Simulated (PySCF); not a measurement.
Level of theory: M06-2X/def2-TZVP in PySCF. All species are isolated molecules in the gas phase. One relaxed conformer stands for a flexible species; it need not be the lowest. Delta-SCF ions had no search for a lower state. 

Reference species (SMILES): `C(=C)B` (neutral, multiplicity 1).

```
Item                                      Result
--------------------------------------  --------
HOMO–LUMO gap                            8.52 eV
HOMO                                    -9.64 eV
vertical ionisation energy (Delta-SCF)  10.79 eV
S1 oscillator strength                     0.001
```

After one change: the HOMO–LUMO gap decreases by 0.92 eV; the HOMO increases by 0.96 eV; the vertical ionisation energy (Delta-SCF) decreases by 0.89 eV; the S1 oscillator strength hardly moves.

**Question.** Which change was made? The new species is one of these.
A) `BCC#N`
B) `BC#CC`
C) `[BH2][GeH3]`
D) `BBr`

**Answer.** B, `BC#CC`
